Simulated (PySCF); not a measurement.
## Calculated data, F2HOSi, AlB2FH3, AlClH3NO, C2H5AlB and others

All values are calculated (PySCF 2.14.0). Calculation on a computer-drawn molecule: the log of a Hartree-Fock and frozen-core CCSD(T) single point meant for a local Hartree-Fock minimum, with one planted fault or none, to be diagnosed. Offsets are logged minus clean, where the clean run is the same molecule without the fault. The reference is restricted for singlets and unrestricted otherwise, and also for a bond in bohr or an excited solution. Adding or removing an electron swaps singlet and doublet. The excited solution moves the top pair (singlet) or top alpha electron (doublet) to the lowest empty orbital. Highest occupied and lowest empty are orbital energies over both spins, largest force is the largest gradient component, triples share is (T) over the correlation energy, the T1 limit is 0.02 restricted and 0.045 unrestricted, electrons count all cores, a negative frequency is imaginary (commonest isotopes), and the dipole is about the centre of nuclear charge.

Common to all runs: logged SCF converged yes; possible faults no fault, one electron removed, one electron added, multiplicity raised by two, geometry at a saddle point, SCF held on an excited solution, minimal basis STO-3G, one bond length entered in bohr, all coordinates scaled.

```yaml
- entry: 1
  formula: F2HOSi
  logged_structure:
    atoms_angstrom:
      - [O, -0.9227, -0.603, 1.2781]
      - [Si, 0.0038, 0.0013, -0.0329]
      - [F, 0.4102, 1.4883, 0.6486]
      - [F, -1.2729, 0.6292, -0.9367]
      - [H, -1.5449, 0.0354, 1.5927]
  given:
    meant_charge: -1
    meant_multiplicity: 1
    meant_basis: "aug-cc-pV(D+d)Z"
    logged_electrons: 42
    logged_basis_functions: 25
    logged_spin_squared: 0.0
    "logged_highest_occupied [eV]": 2.3958
    "logged_lowest_empty [eV]": 21.524
    "logged_largest_force [hartree/bohr]": 0.045337
    logged_T1_diagnostic: 0.0097888
    logged_D1_diagnostic: 0.031813
    logged_triples_share: 0.034394
    logged_CC_converged: "yes"
    "logged_dipole_magnitude [debye]": 0.75856
    logged_SCF_stable_within_its_kind: "yes"
    "logged_energy_HF [hartree]": -555.98073
    "logged_energy_CCSD(T) [hartree]": -556.0824
    drawn_bonds_atom: [1, 2, 2, 1]
    drawn_bonds_other_atom: [2, 3, 4, 5]
    drawn_bonds_order: [1, 1, 1, 1]
  results:
    planted_fault: "minimal basis STO-3G"
    "HF_energy_offset_from_clean_run [kcal/mol]": 4704
    "CCSD(T)_energy_offset_from_clean_run [kcal/mol]": 5115
  notes: ["highest electron not bound in this basis"]
- entry: 2
  formula: AlB2FH3
  logged_structure:
    atoms_angstrom:
      - [B, -0.0322, 2.303, -1.1425]
      - [B, -0.4377, 1.2421, -0.0692]
      - [Al, 0.5471, 1.752, 1.7637]
      - [F, 1.5185, 3.106, 1.7491]
      - [H, 0.3551, 3.1686, -1.8485]
      - [H, -1.1552, 0.2893, -0.1551]
      - [H, 0.4793, 1.0091, 3.1522]
  given:
    meant_charge: 0
    meant_multiplicity: 2
    meant_basis: "cc-pV(D+d)Z"
    logged_electrons: 34
    logged_basis_functions: 80
    logged_spin_squared: 0.0
    "logged_highest_occupied [eV]": -16.251
    "logged_lowest_empty [eV]": -7.2353
    "logged_largest_force [hartree/bohr]": 0.041622
    logged_T1_diagnostic: 0.018544
    logged_D1_diagnostic: 0.052411
    logged_triples_share: 0.021058
    logged_CC_converged: "yes"
    "logged_dipole_magnitude [debye]": 8.5351
    logged_SCF_stable_within_its_kind: "yes"
    "logged_energy_HF [hartree]": -392.16835
    "logged_energy_CCSD(T) [hartree]": -392.59088
    drawn_bonds_atom: [1, 2, 3, 1, 2, 3]
    drawn_bonds_other_atom: [2, 3, 4, 5, 6, 7]
    drawn_bonds_order: [1, 1, 1, 1, 1, 1]
  results:
    planted_fault: "one electron removed"
    "HF_energy_offset_from_clean_run [kcal/mol]": 186.6
    "CCSD(T)_energy_offset_from_clean_run [kcal/mol]": 200.1
- entry: 3
  formula: AlClH3NO
  logged_structure:
    atoms_angstrom:
      - ["N", 0.9193, -1.1941, 0.7496]
      - [Al, 0.626, -0.3117, -0.7265]
      - [O, 1.6625, -0.4902, -2.0331]
      - [Cl, -1.0403, 0.9777, -0.8505]
      - [H, 0.3507, -1.1443, 1.5728]
      - [H, 1.685, -1.8248, 0.8921]
      - [H, 1.6255, -0.0809, -2.8804]
  given:
    meant_charge: 0
    meant_multiplicity: 1
    meant_basis: "cc-pV(D+d)Z"
    logged_electrons: 47
    logged_basis_functions: 89
    logged_spin_squared: 0.7576
    "logged_highest_occupied [eV]": -17.095
    "logged_lowest_empty [eV]": -7.0522
    "logged_largest_force [hartree/bohr]": 0.10454
    logged_T1_diagnostic: 0.018383
    logged_D1_diagnostic: 0.10214
    logged_triples_share: 0.021337
    logged_CC_converged: "yes"
    "logged_dipole_magnitude [debye]": 8.013
    logged_SCF_stable_within_its_kind: "yes"
    "logged_energy_HF [hartree]": -832.34949
    "logged_energy_CCSD(T) [hartree]": -832.90902
    drawn_bonds_atom: [1, 2, 2, 1, 1, 3]
    drawn_bonds_other_atom: [2, 3, 4, 5, 6, 7]
    drawn_bonds_order: [1, 1, 1, 1, 1, 1]
  results:
    planted_fault: "one electron removed"
    "HF_energy_offset_from_clean_run [kcal/mol]": 202.4
    "CCSD(T)_energy_offset_from_clean_run [kcal/mol]": 226.6
- entry: 4
  formula: C2H5AlB
  logged_structure:
    atoms_angstrom:
      - [B, -0.6564, -0.4355, 1.9664]
      - [C, -1.1075, 0.1733, 0.8233]
      - [Al, -0.0727, -0.4118, -0.7004]
      - [C, -0.4454, 0.2529, -2.4773]
      - [H, -0.1888, -1.0134, 2.8784]
      - [H, -1.912, 0.8859, 0.6918]
      - [H, 1.1001, -1.4552, -0.4798]
      - [H, 0.1114, -0.0452, -3.3657]
      - [H, -1.2338, 0.9679, -2.7134]
  given:
    meant_charge: 0
    meant_multiplicity: 2
    meant_basis: "cc-pV(D+d)Z"
    logged_electrons: 35
    logged_basis_functions: 90
    logged_spin_squared: 1.7717
    "logged_highest_occupied [eV]": -5.9057
    "logged_lowest_empty [eV]": -0.28246
    "logged_largest_force [hartree/bohr]": 0.12579
    "logged_dipole_magnitude [debye]": 1.4611
    logged_SCF_stable_within_its_kind: "no"
    "logged_energy_HF [hartree]": -345.06707
    drawn_bonds_atom: [1, 2, 3, 1, 2, 3, 4, 4]
    drawn_bonds_other_atom: [2, 3, 4, 5, 6, 7, 8, 9]
    drawn_bonds_order: [2, 1, 1, 1, 1, 1, 1, 1]
  results:
    planted_fault: "SCF held on an excited solution"
    "HF_energy_offset_from_clean_run [kcal/mol]": 66.64
  notes: ["coupled-cluster numbers left out as unreliable"]
- entry: 5
  formula: AlBH6OSi
  logged_structure:
    atoms_angstrom:
      - [O, -1.657, 1.4751, -0.4412]
      - [Al, -0.6964, 0.2676, 0.2614]
      - [B, 0.9591, 0.9345, 1.4414]
      - [Si, 2.8586, 1.3346, 0.8067]
      - [H, -2.4161, 1.3791, -0.9918]
      - [H, -1.0623, -1.2531, -0.0038]
      - [H, 0.8091, 1.0976, 2.6269]
      - [H, 3.7951, 0.3867, 1.469]
      - [H, 3.2456, 2.718, 1.1879]
      - [H, 3.0499, 1.1994, -0.6606]
  given:
    meant_charge: 0
    meant_multiplicity: 1
    meant_basis: "cc-pV(D+d)Z"
    logged_electrons: 46
    logged_basis_functions: 104
    logged_spin_squared: 0.0
    "logged_highest_occupied [eV]": -6.0534
    "logged_lowest_empty [eV]": -2.7665
    "logged_largest_force [hartree/bohr]": 0.054019
    logged_CC_converged: "no"
    "logged_dipole_magnitude [debye]": 2.7091
    logged_SCF_stable_within_its_kind: "no"
    "logged_energy_HF [hartree]": -633.62405
    drawn_bonds_atom: [1, 2, 3, 1, 2, 3, 4, 4, 4]
    drawn_bonds_other_atom: [2, 3, 4, 5, 6, 7, 8, 9, 10]
    drawn_bonds_order: [1, 1, 1, 1, 1, 1, 1, 1, 1]
  results:
    planted_fault: "SCF held on an excited solution"
    "HF_energy_offset_from_clean_run [kcal/mol]": 178.2
  notes: ["CCSD not converged"]
- entry: 6
  formula: B3H6Si
  logged_structure:
    atoms_angstrom:
      - [B, -0.0382, -2.9044, -2.5503]
      - [Si, 0.1031, -1.2013, -1.4888]
      - [B, -0.1973, -1.2283, 0.5004]
      - [B, 0.5444, 0.5286, -2.4161]
      - [H, -0.3042, -3.9451, -2.015]
      - [H, 0.1413, -2.9092, -3.7368]
      - [H, -0.4649, -2.2499, 1.0704]
      - [H, -0.1142, -0.2235, 1.1513]
      - [H, 0.6321, 1.5546, -1.7997]
      - [H, 0.7273, 0.5644, -3.6016]
  given:
    meant_charge: 0
    meant_multiplicity: 2
    meant_basis: "cc-pV(D+d)Z"
    logged_electrons: 35
    logged_basis_functions: 95
    logged_spin_squared: 3.766
    "logged_highest_occupied [eV]": -6.533
    "logged_lowest_empty [eV]": -1.6661
    "logged_largest_force [hartree/bohr]": 0.062536
    logged_T1_diagnostic: 0.027099
    logged_D1_diagnostic: 0.11287
    logged_triples_share: 0.034821
    logged_CC_converged: "yes"
    "logged_dipole_magnitude [debye]": 2.0274
    logged_SCF_stable_within_its_kind: "yes"
    "logged_energy_HF [hartree]": -366.24294
    "logged_energy_CCSD(T) [hartree]": -366.64812
    drawn_bonds_atom: [1, 2, 2, 1, 1, 3, 3, 4, 4]
    drawn_bonds_other_atom: [2, 3, 4, 5, 6, 7, 8, 9, 10]
    drawn_bonds_order: [1, 1, 1, 1, 1, 1, 1, 1, 1]
  results:
    planted_fault: "multiplicity raised by two"
    "HF_energy_offset_from_clean_run [kcal/mol]": 82.77
    "CCSD(T)_energy_offset_from_clean_run [kcal/mol]": 81.32
```
